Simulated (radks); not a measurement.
Pb+, 81 electrons, occupied as [Hg] 6p1. Method: scalar-relativistic Kohn-Sham, PBE, spin-polarised, spherical densities, point nucleus; open shells are filled with parallel spins first (spin-orbit coupling, left out, can overturn this in heavy ions); computed with a radial shooting solver on a logarithmic mesh with Libxc functionals. Some entries of the table are withheld. Estimate them.

orbital,occ.,eigenvalue (eV),r(max) (bohr),<r^2> (bohr^2)
1s up,1,-88146.34,0.009837,0.0003570
1s down,1,-88146.33,0.009837,0.0003570
2s up,1,-15772.02,0.05713,0.005417
2s down,1,-15772.02,0.05713,0.005417
2p up,3,-13526.92,0.04761,0.004618
2p down,3,-13526.91,0.04761,0.004618
3s up,1,-3791.952,0.1611,0.03484
3s down,1,-3791.946,0.1611,0.03484
3p up,3,-3148.365,0.1613,0.03612
3p down,3,-3148.359,0.1613,0.03612
3d up,5,-2492.754,0.1314,0.02993
3d down,5,-2492.749,0.1314,0.02993
4s up,1,-864.4774,0.3622,0.1665
4s down,1,-864.4676,0.3622,0.1665
4p up,3,-653.6174,0.3824,0.1909
4p down,3,-653.6066,0.3824,0.1909
4d up,5,-409.7771,0.3884,0.2143
4d down,5,-409.7648,0.3884,0.2143
5s up,1,-151.8483,0.7888,0.8161
5s down,1,-151.8209,0.7888,0.8161
4f up,7,-140.5767,0.3498,0.2467
4f down,7,-140.5623,0.3498,0.2467
5p up,3,-93.5266,0.8819,(1)
5p down,3,-93.4979,0.8820,(2)
5d up,5,-28.8908,1.072,1.978
5d down,5,-28.7568,1.071,1.955
6s up,1,-19.5175,1.951,5.717
6s down,1,-18.8736,1.937,5.656
6p up,1,-10.1946,(3),10.28
6p down,0,-9.4285,(4),10.29

Answer. 
(1) 5p up <r^2> (bohr^2): 1.077
(2) 5p down <r^2> (bohr^2): 1.076
(3) 6p up r(max) (bohr): 2.524
(4) 6p down r(max) (bohr): 2.513
